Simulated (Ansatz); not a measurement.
Cost and result for the atomization energy of `C=[C]([SiH3])[InH2]` (11 atoms, 10 bonds).

Cartesian coordinates in Å:
```
C 1.159 1.008 0.479
C 0.182 0.172 0.111
Si 0.133 -0.532 -1.604
In -1.302 -0.299 1.598
H 1.224 1.444 1.477
H 1.958 1.309 -0.202
H -1.140 -0.157 -2.281
H 0.180 -2.020 -1.555
H 1.279 -0.038 -2.421
H -1.057 0.478 3.122
H -2.615 -1.365 1.275
```

Charge 0, multiplicity 1. Correlated methods include outer-core shells of In, which these sets cover unevenly. In takes the def2 core potential. The structure was optimised at the PBE0-D4/def2-TZVP level. Program: Ansatz. All runs use 4 threads of an Arm Neoverse V2 on a shared host. Times are those of one run each, without the atoms' runs, and a repeat can differ threefold. Electronic energies, without spin–orbit coupling; frozen cores. CCSD(T)/CBS adds CCSD(T) − MP2 in def2-TZVPP to the MP2 limit, and its time is that of the two runs behind it. T1 = 0.014. With those shells the extrapolation isn't a true limit. HSE06 is the plane-wave form, built on full-range PBE exchange.

CCSD(T)/CBS is a level of theory with its own doubt, some kJ/mol a heavy atom from the limit and from the frozen cores, so smaller differences don't rank the functionals.

```
                           level  functions  wall time  atomization (kcal/mol)  difference from CCSD(T)/CBS  per bond
              BLYP-D4/def2-TZVPP        252        2 s                   823.6                        -11.6      -1.2
              PBE0-D4/def2-TZVPP        252      2.5 s                   829.5                         -5.7      -0.6
             HSE06-D4/def2-TZVPP        252      2.8 s                   829.8                         -5.4      -0.5
         CAM-B3LYP-D4/def2-TZVPP        252      3.1 s                   835.4                          0.2       0.0
           r2SCANh-D4/def2-TZVPP        252      4.5 s                   830.1                         -5.1      -0.5
                CCSD(T)/def2-SVP        107      4.6 s                   790.2                        -45.0      -4.5
             PBE-QIDH/def2-TZVPP        252      5.5 s                   826.9                         -8.3      -0.8
              ωB97X-V/def2-TZVPP        252        7 s                   838.2                          3.0       0.3
               B97M-V/def2-TZVPP        252      8.5 s                   838.6                          3.4       0.3
ωB97M-V/def2-TZVPP (with forces)        252       10 s                   835.7                          0.5       0.0
                  MP2/def2-QZVPP        476       17 s                   826.8                         -8.4      -0.8
              CCSD(T)/def2-TZVPP        252    2.3 min                   816.7                        -18.5      -1.9
               CCSD(T)/CBS(def2)          –    2.6 min                   835.2                          0.0       0.0
```

From PBE to PBE0 (25 % exact exchange), in def2-TZVPP and without D4, the atomization energy moves by −5.5 kcal/mol: exact exchange takes away binding that semilocal exchange gives to molecules. In def2-TZVPP, CCSD(T) changes the Hartree–Fock value by +195.7 kcal/mol (the triples alone add +11.1 kcal/mol) and MP2 by +194.8 kcal/mol; breaking electron pairs costs correlation energy, which Hartree–Fock lacks. Leaving LDA and LC-ωPBE aside and taking each functional with its dispersion term where it has one, the values, not all of them listed here, spread over 21.4 kcal/mol, from BHLYP-D4 to B97M-V. LDA lies +105.8 kcal/mol from PBE without D4, its usual overbinding.

Spin–orbit coupling would lower the free In atoms strongly, and the atomization energy with them, by more than many differences here.
